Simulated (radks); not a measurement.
Values are calculated unless marked as measured or tabulated.
Task: Radial electron density D(r) = 4 pi r^2 rho(r) of an atom or ion with 22 electrons. Code: a radial shooting solver on a logarithmic mesh with Libxc functionals. Model: Dirac Kohn-Sham, BLYP, spin-unpolarised, spherical densities, finite nucleus; Fermi nuclear charge, rms radius of each element as measured or else 0.836 A^(1/3) + 0.57 fm.

r (bohr)  D(r) (e/bohr)
0.004378          1.969
0.004936          2.428
0.005566          2.984
0.006326          3.701
0.007132          4.510
0.008042          5.468
0.00914           6.675
0.01031           7.994
0.01162           9.508
0.01321           11.34
0.01489           13.25
0.01679           15.33
0.01893           17.53
0.02151           19.95
0.02426           22.20
0.02735           24.30
0.03108           26.25
0.03505           27.66
0.03951           28.54
0.04491           28.80
0.05063           28.37
0.05709           27.36
0.06437           25.93
0.07316           24.25
0.08249           22.88
0.093             22.08
0.1057            22.17
0.1192            23.26
0.1344            25.19
0.1527            27.75
0.1722            29.96
0.1942            31.28
0.2189            31.14
0.2488            29.06
0.2805            25.51
0.3163            21.02
0.3595            16.23
0.4053            12.70
0.457             10.72
0.5194            10.39
0.5856            11.26
0.6603            12.48
0.7444            13.25
0.8461            13.02
0.954             11.75
1.076             9.755
1.222             7.329
1.378             5.197
1.554             3.454
1.766             2.104
1.991             1.264
2.245            0.7328
2.532            0.4098
2.877            0.2093
3.244            0.1040
3.658           0.04696
4.157           0.01756
4.687          0.005998

What is the nuclear charge?

Result: Z = 24. The innermost maximum, from 1s, lies near gamma/Z bohr with gamma = sqrt(1 - (Z/c)^2) = 0.985, here 0.041 bohr (found: 0.0442), and its height grows with Z. The density is that of the chromium ion Cr2+ in [Ar] 3d4; the configuration itself is not fixed sharply by these data, and Z only to about a unit. D(r) has 3 maxima, at r = 0.0442, 0.204, 0.775 bohr, and minima at 0.0984, 0.499 bohr, inside which lie 2.14, 10.57 electrons.
